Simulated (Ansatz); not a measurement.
Relaxation of ClGeH5N2O (10 atoms, charge 0, multiplicity 1), to a largest force component of 0.015 eV/Å in at most 40 steps.

All numbers below come from Ansatz 0.2.0, RKS B3LYP/def2-SVP.

```xyz
10
Properties=species:S:1:pos:R:3:forces:R:3
N -1.456 0.053 -0.717 -0.98 -1.57 -2.83
Ge 0.234 0.077 -0.067 1.18 -0.94 -0.49
N 0.458 -1.447 0.956 3.11 0.51 0.55
O 1.470 0.084 -1.433 -1.41 0.82 0.75
Cl 0.567 1.833 1.135 0.05 0.51 0.16
H -1.388 -0.135 -1.808 -0.22 0.64 2.68
H -1.916 -0.832 -0.374 0.45 1.06 -0.28
H -0.130 -1.361 1.770 -0.62 -0.03 0.56
H 1.460 -1.370 1.407 -2.18 -0.39 -1.13
H 1.210 0.915 -1.896 0.62 -0.59 0.02
```

Q: Where does it end, and by what steps?

A: It converged. After 18 steps the energy has fallen by 0.647 eV; H6 moved furthest, 1.21 Å.

| step | energy less start (eV) | largest force component (eV/Å) | accepted |
| --- | --- | --- | --- |
| 0 | 0.0000 | 3.107 | yes |
| 1 | -0.3820 | 0.940 | yes |
| 2 | -0.4661 | 1.393 | yes |
| 3 | -0.4164 | 3.381 | no |
| 4 | -0.5128 | 0.640 | yes |
| 5 | -0.5297 | 0.199 | yes |
| 6 | -0.5482 | 0.150 | yes |
| 7 | -0.5303 | 1.266 | no |
| 8 | -0.5633 | 0.180 | yes |
| 9 | -0.5759 | 0.349 | yes |
| 10 | -0.5980 | 0.253 | yes |
| 11 | -0.6238 | 0.142 | yes |
| 12 | -0.6291 | 0.556 | yes |
| 13 | -0.6356 | 0.265 | yes |
| 14 | -0.6418 | 0.126 | yes |
| 15 | -0.6418 | 0.282 | yes |
| 16 | -0.6457 | 0.138 | yes |
| 17 | -0.6472 | 0.047 | yes |
| 18 | -0.6474 | 0.013 | yes |

```xyz
10
Properties=species:S:1:pos:R:3
N -1.539 -0.223 -0.617
Ge 0.192 -0.014 -0.094
N 0.583 -1.328 1.082
O 1.472 -0.148 -1.322
Cl 0.281 2.059 0.633
H -1.961 0.599 -1.043
H -1.710 -1.044 -1.196
H -0.037 -1.402 1.885
H 1.556 -1.386 1.372
H 1.673 0.705 -1.729
```

Whether the end is a true minimum wasn't checked by a vibrational analysis.

Run time: 76 s on 2 threads of Arm Neoverse V1, on a shared host, peak memory 0.3 GiB.
